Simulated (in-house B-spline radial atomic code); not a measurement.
Inner levels of gold as electrons are removed. A shift is the extra binding of the orbital against the neutral atom ([Xe] 4f14 5d10 6s1). Computed with an all-electron radial atomic-structure program (B-spline basis): non-relativistic Hartree-Fock, average of the configuration, point nuclei.

This level leaves out relativity, spin-orbit splitting included, which matters for heavy ions.

```csv
ion,configuration,shift of 2s (eV),shift of 4s (eV),shift of 3s (eV),radius of 2s (bohr),radius of 4s (bohr),radius of 3s (bohr),Σ<r²> (bohr²),change of density at nucleus (bohr⁻³)
Au23+,[Kr] 4d10 4f10,647.66,602.6,639.9,0.080669,0.43689,0.20295,6.8608,-209.14
Au24+,[Kr] 4d10 4f9,?,?,?,?,?,?,?,?
Au25+,[Kr] 4d10 4f8,?,?,?,?,?,?,?,?
Au26+,[Kr] 4d10 4f7,820.97,750.13,813.59,0.080679,0.43041,0.20271,5.9067,-125.97
Au27+,[Kr] 4d10 4f6,881.85,801.05,874.36,0.080683,0.42819,0.20261,5.6199,-95.203
Au28+,[Kr] 4d10 4f5,?,?,?,?,?,?,?,?
Au29+,[Kr] 4d10 4f4,1008.21,905.39,1000.07,0.08069,0.42369,0.20239,5.0862,-29.142
Au30+,[Kr] 4d10 4f3,1073.67,958.79,1064.98,0.080694,0.42141,0.20227,4.8373,6.122
Au31+,[Kr] 4d10 4f2,1140.64,1012.97,1131.23,0.080698,0.41912,0.20214,4.5993,42.904
Au32+,[Kr] 4d10 4f1,1209.11,1067.94,1198.8,0.080702,0.41683,0.20199,4.3715,81.18
```

Problem. Fill in the row of Au24+.

Solution. shift of 2s (eV): 703.86; shift of 4s (eV): 650.89; shift of 3s (eV): 696.34; radius of 2s (bohr): 0.080672; radius of 4s (bohr): 0.43477; radius of 3s (bohr): 0.20288; Σ<r²> (bohr²): 6.5258; change of density at nucleus (bohr⁻³): -182.94.

Problem. Fill in the row of Au25+.

Solution. shift of 2s (eV): 761.63; shift of 4s (eV): 700.07; shift of 3s (eV): 754.24; radius of 2s (bohr): 0.080676; radius of 4s (bohr): 0.43261; radius of 3s (bohr): 0.2028; Σ<r²> (bohr²): 6.2083; change of density at nucleus (bohr⁻³): -155.22.

Problem. Fill in the row of Au28+.

Solution. shift of 2s (eV): 944.27; shift of 4s (eV): 852.81; shift of 3s (eV): 936.53; radius of 2s (bohr): 0.080687; radius of 4s (bohr): 0.42595; radius of 3s (bohr): 0.20251; Σ<r²> (bohr²): 5.3467; change of density at nucleus (bohr⁻³): -62.926.
